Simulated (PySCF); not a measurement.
# Assigning NMR signals

Geometry:
```csv
atom,x (Å),y (Å),z (Å)
C1,2.444,0.962,0.635
O2,1.224,0.330,0.247
C3,1.153,-0.139,-1.017
F4,1.401,0.862,-1.928
F5,2.174,-1.036,-1.264
Si6,-0.600,-0.948,-1.195
C7,-1.782,0.527,-0.828
Si8,-2.013,0.392,1.090
Si9,-0.997,-1.733,0.973
H10,3.271,0.250,0.595
H11,2.291,1.300,1.657
H12,2.659,1.812,-0.016
H13,-0.603,-1.448,-2.577
H14,-2.733,0.403,-1.344
H15,-1.395,1.490,-1.153
H16,-3.431,0.517,1.459
H17,-1.323,1.474,1.798
H18,-1.896,-2.898,1.048
H19,0.146,-2.105,1.813
```

Method: geometry from GFN2-xTB, σ from GIAO-PBE0/pcSseg-1, in PySCF (non-relativistic, equivalent nuclei averaged, one conformer, no solvent).

Scale: TMS for ¹³C (σ = 186.93 ppm), ¹H (σ = 31.72 ppm) (reference shieldings calculated alike).

(1) Assign these signals to the numbered atoms. ¹³C{¹H} NMR (computed): δ 139.6 (C), 48.7 (CH3), -0.6 (CH2).

(2) Assign these signals to the numbered atoms. ¹H NMR (600 MHz, computed): δ 5.08 (m, 1H), 4.66 (m, 1H), 4.61 (m, 1H), 4.48 (m, 1H), 4.45 (m, 1H), 3.86 (s, 3H), 0.87 (m, 1H), 0.72 (m, 1H).

Results:

(1) 
```tsv
δ (ppm)	atoms	environment	reason
139.6	C3	fully substituted sp3 carbon bonded to 2 F and O and Si	3 electronegative neighbours deshield it
48.7	C1	methyl carbon bonded to O	the inductive effect lowers its shielding
-0.6	C7	sp3 CH2 bonded to 2 Si	an electropositive neighbour leaves it electron-rich and shielded
```

(2) 
| δ (ppm) | atoms | environment | reason |
| --- | --- | --- | --- |
| 5.08 | H13 | hydrogen on a silicon bonded to 2 C, Si, in a 4-membered ring | – |
| 4.66 | H16 | hydrogen on a silicon bonded to C, Si, in a 4-membered ring | – |
| 4.61 | H17 | hydrogen on a silicon bonded to C, Si, in a 4-membered ring | – |
| 4.48 | H18 | hydrogen on a silicon bonded to 2 Si, in a 4-membered ring | – |
| 4.45 | H19 | hydrogen on a silicon bonded to 2 Si, in a 4-membered ring | – |
| 3.86 | H10/H11/H12 | hydrogen on a methyl carbon bonded to O | its carbon carries O, an electronegative neighbour |
| 0.87 | H15 | hydrogen on an sp3 CH2 bonded to 2 Si | an electropositive neighbour shields it, as in TMS itself |
| 0.72 | H14 | hydrogen on an sp3 CH2 bonded to 2 Si | – |

H16 and H17; H18 and H19 lie closer than the usual error of such a calculation, so a measured spectrum could show them in the other order.

Splittings by ¹⁹F in the carbon and heteronuclear signals aren't shown, as no couplings were computed. Shifts are as computed. Against solution values, carbons near 30 ppm lie about +3 ppm off and those near 130 ppm about +5 ppm. Of 1211 compounds with measured shifts, 218 miss one by over three times the rms of a fit or turn the order of signals round; such compounds aren't used in these exercises. No couplings were computed; multiplicities are counted from neighbouring protons, with m where these are inequivalent, close in shift, in a saturated or five-membered ring or joined by F or P, and br s for small geminal =CH2 splittings.
